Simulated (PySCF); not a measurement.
**Nuclear quadrupole coupling in (CF3)2C(OH)2**

(CF3)2C(OH)2, C₃H₂F₆O₂.
Structure used (PBE0-D3(BJ)/def2-TZVP), in Å, numbered top down from 1:
```xyz
13
C3H2F6O2 angstrom
O      0.2348    0.2862   -1.5381
C      0.0337    0.2726   -0.1724
O     -0.0141    1.5286    0.3975
C     -1.3198   -0.4575    0.0324
F     -1.5348   -0.7112    1.3186
F     -1.3994   -1.5916   -0.6422
F     -2.2986    0.3525   -0.3953
C      1.2117   -0.4511    0.5315
F      1.2378   -1.7398    0.2116
F      2.3560    0.1009    0.1035
F      1.1696   -0.3419    1.8483
H      1.0792    0.7185   -1.7121
H     -0.7510    2.0095    0.0028
```

Field gradients from the PBE0/pcSseg-2 density (PySCF, non-relativistic), principal values in atomic units, ordered |Vxx| ≤ |Vyy| ≤ |Vzz|:

```csv
atom,Vxx,Vyy,Vzz
O1,-0.0136,-1.7676,1.7812
O3,-0.0151,-1.7663,1.7814
```

Find the asymmetry η = (Vxx − Vyy)/Vzz and the couplings χ = eQV/h (234.96 MHz × Q in barn × V in au), with Q(17O) = −0.0256 b.

```json
{"atom": "O1", "environment": "alcohol oxygen", "nucleus": "17O", "η": "0.98", "χzz (MHz)": "-10.71", "χxx (MHz)": "0.08", "χyy (MHz)": "10.63"}
{"atom": "O3", "environment": "alcohol oxygen", "nucleus": "17O", "η": "0.98", "χzz (MHz)": "-10.72", "χxx (MHz)": "0.09", "χyy (MHz)": "10.62"}
```

At O1 and O3 η is above 0.9: Vyy and Vzz are nearly equal in size and opposite in sign, so a small change could swap them and flip the sign of χzz. The tensor is traceless: Vxx + Vyy + Vzz = 0.

What is Vzz at O1 in SI units (1 au = 9.71736 × 10²¹ V/m²)?

1.7812 au = 17.309 × 10²¹ V/m².

And the gradient at the other heavy atoms, for which no coupling is worked out here?

```
atom                     environment  Vzz (au)     η
  C2  sp3 carbon bearing two oxygens     0.221  0.98
  C4                      CF3 carbon    -0.405  0.08
  F5         fluorine of a CF3 group     2.865  0.03
  F6         fluorine of a CF3 group     2.897  0.03
  F7         fluorine of a CF3 group     2.820  0.03
  C8                      CF3 carbon    -0.405  0.08
  F9         fluorine of a CF3 group     2.864  0.03
 F10         fluorine of a CF3 group     2.821  0.03
 F11         fluorine of a CF3 group     2.897  0.03
```

The structure is a single PBE0-D3(BJ)/def2-TZVP conformer in the gas phase; no vibrational or solvent corrections.
